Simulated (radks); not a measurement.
Co+, 26 electrons, occupied as [Ar] 3d6 4f2 (not the ground configuration).

All-electron calculation, scalar-relativistic Kohn-Sham, B86b exchange with PBE correlation, spin-unpolarised, spherical densities, finite nucleus; Fermi nuclear charge, rms radius 3.7875 fm. Program: a radial shooting solver on a logarithmic mesh with Libxc functionals.

Energy parts (eV):
| part | energy |
|---|---|
| total | -37868.519 |
| kinetic | 38359.248 |
| electron-nucleus | -90006.737 |
| Hartree | 15378.404 |
| exchange-correlation | -1599.433 |

Orbitals (lengths in bohr, moments of r in powers of bohr; r(max) is where P^2 peaks):
[
 {"orbital": "1s", "occ.": "2", "eigenvalue (eV)": "-7624.781", "<r^2>": "0.004246", "<1/r>": "27.03", "r(max)": "0.03678"},
 {"orbital": "2s", "occ.": "2", "eigenvalue (eV)": "-929.3514", "<r^2>": "0.07701", "<1/r>": "5.815", "r(max)": "0.2131"},
 {"orbital": "2p", "occ.": "6", "eigenvalue (eV)": "-800.2427", "<r^2>": "0.06214", "<1/r>": "5.706", "r(max)": "0.1720"},
 {"orbital": "3s", "occ.": "2", "eigenvalue (eV)": "-131.6073", "<r^2>": "0.6801", "<1/r>": "1.845", "r(max)": "0.6671"},
 {"orbital": "3p", "occ.": "6", "eigenvalue (eV)": "-94.6115", "<r^2>": "0.7620", "<1/r>": "1.707", "r(max)": "0.6759"},
 {"orbital": "3d", "occ.": "6", "eigenvalue (eV)": "-36.0082", "<r^2>": "1.120", "<1/r>": "1.384", "r(max)": "0.6551"},
 {"orbital": "4f", "occ.": "2", "eigenvalue (eV)": "-3.1805", "<r^2>": "50.29", "<1/r>": "0.1702", "r(max)": "5.971"}
]

The highest occupied level is 4f at -3.180 eV. The density falls to 0.001 e/bohr^3 at r = 5.19 bohr. Summed over all electrons, <r^2> = 113.8 bohr^2, which gives a Langevin (diamagnetic) susceptibility term of -90.1 x 10^-6 cm^3/mol. The electron density at the nucleus is 1.738e+04 e/bohr^3 (large components only).
